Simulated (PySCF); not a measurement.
Spin states of CaBe

Unrestricted PBE0; PySCF, spin-free X2C with a Gaussian nucleus, basis sets Ca x2c-SVPall, Be x2c-SVPall. Outer shells of the fragments: Ca 4s2; Be 2s2.

Followed along the bond (rough minima from three points):

```json
{"2Ms+1": "1", "unpaired": "none", "⟨S²⟩ at the start": "0.00", "R at minimum (Å)": "3.38", "Te (eV)": "0.00"}
{"2Ms+1": "3", "unpaired": "σ ↑, π ↑", "⟨S²⟩ at the start": "2.04", "R at minimum (Å)": "2.70", "Te (eV)": "0.62"}
{"2Ms+1": "3", "unpaired": "σ ↑↑", "⟨S²⟩ at the start": "2.01", "R at minimum (Å)": "2.93", "Te (eV)": "0.69"}
{"2Ms+1": "1", "unpaired": "σ ↑, π ↓", "⟨S²⟩ at the start": "1.04", "R at minimum (Å)": "2.70", "Te (eV)": "0.74"}
{"2Ms+1": "3", "unpaired": "π ↑↑", "⟨S²⟩ at the start": "2.17", "R at minimum (Å)": "none in the scan", "Te (eV)": "≤ 1.66"}
```

Solutions found at the starting distance of 2.550 Å, counted from the lowest of them; the search is not exhaustive and high or unbound solutions are not listed, so other states can lie among these:

```json
{"2Ms+1": "1", "unpaired": "none", "term": "¹Σ⁺", "E (eV)": "0.00", "⟨S²⟩": "0.00", "⟨Lz²⟩": "0.00", "μ (D)": "-0.42"}
{"2Ms+1": "3", "unpaired": "σ ↑, π ↑", "term": "³Π", "E (eV)": "0.01", "⟨S²⟩": "2.04", "⟨Lz²⟩": "1.00", "μ (D)": "-2.88"}
{"2Ms+1": "1", "unpaired": "σ ↑, π ↓", "term": "mixed", "E (eV)": "0.13", "⟨S²⟩": "1.04", "⟨Lz²⟩": "1.01", "μ (D)": "-2.53"}
{"2Ms+1": "3", "unpaired": "σ ↑↑", "term": "³Σ⁺", "E (eV)": "0.31", "⟨S²⟩": "2.01", "⟨Lz²⟩": "0.00", "μ (D)": "-3.44"}
{"2Ms+1": "3", "unpaired": "π ↑↑", "term": "³Σ⁻", "E (eV)": "1.08", "⟨S²⟩": "2.17", "⟨Lz²⟩": "0.00", "μ (D)": "-6.71"}
{"2Ms+1": "1", "unpaired": "π ↑↓", "term": "mixed", "E (eV)": "1.32", "⟨S²⟩": "1.01", "⟨Lz²⟩": "2.02", "μ (D)": "-8.00"}
{"2Ms+1": "3", "unpaired": "σ ↑, δ ↑", "term": "³Δ", "E (eV)": "1.71", "⟨S²⟩": "2.03", "⟨Lz²⟩": "4.00", "μ (D)": "-2.41"}
{"2Ms+1": "1", "unpaired": "none", "term": "mixed", "E (eV)": "1.88", "⟨S²⟩": "0.03", "⟨Lz²⟩": "2.00", "μ (D)": "-8.01"}
{"2Ms+1": "1", "unpaired": "σ ↑, δ ↓", "term": "mixed", "E (eV)": "1.88", "⟨S²⟩": "1.01", "⟨Lz²⟩": "4.00", "μ (D)": "-3.15"}
```

A term symbol is given only where ⟨S²⟩ and ⟨Lz²⟩ are close to those of a pure state; real π, δ and φ orbitals otherwise mix terms. A positive dipole means Ca(−)Be(+).

Q: Compare the gap between the two lowest followed solutions at the starting distance with the gap between their minima.

A: At PBE0 the second solution (triplet, unpaired electrons σ ↑, π ↑) lies +0.01 eV from the first (singlet, closed shell) at 2.550 Å and +0.62 eV at the minima; the two curves relax by different amounts, since their minima lie near 2.70 and 3.38 Å.
